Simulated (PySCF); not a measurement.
**Ionisation energy of Fe⁸⁺ by level of theory**

Fe⁸⁺ [Ar] (1S) → Fe⁹⁺ [Ne] 3s2 3p5 (2P), as a difference of total energies. All numbers are calculated (PySCF 2.14, scalar relativity by spin-free X2C-1e, in an even-tempered Gaussian basis (19 s from 0.4 bohr⁻², ratio 2.5; 12 p from 0.52 bohr⁻², ratio 2.5; 5 d from 4.4 bohr⁻², ratio 2.7; 4 f from 6.5 bohr⁻², ratio 2.7)). Correlated levels: outer shells: 1s2 frozen; virtual orbitals above 40 to 60 times the deepest correlated orbital energy dropped. The calculations carry no spin-orbit coupling.

```
                method  ionisation energy (eV)
                   UHF                  232.98
    MP2 (outer shells)                  233.85
SCS-MP2 (outer shells)                  233.73
   CCSD (outer shells)                  233.71
CCSD(T) (outer shells)                  233.72
```

Q: How much does correlation contribute at CCSD(T) (outer shells)?

A: 233.72 − (232.98) = 0.74 eV, measured against UHF.

A first-order spin-orbit estimate (lowest level to lowest level, LS coupling) adds -0.625 eV.

For comparison: 233.6 ± 0.4 eV (semi-empirical (NIST evaluation); NIST Atomic Spectra Database, ionization energies).
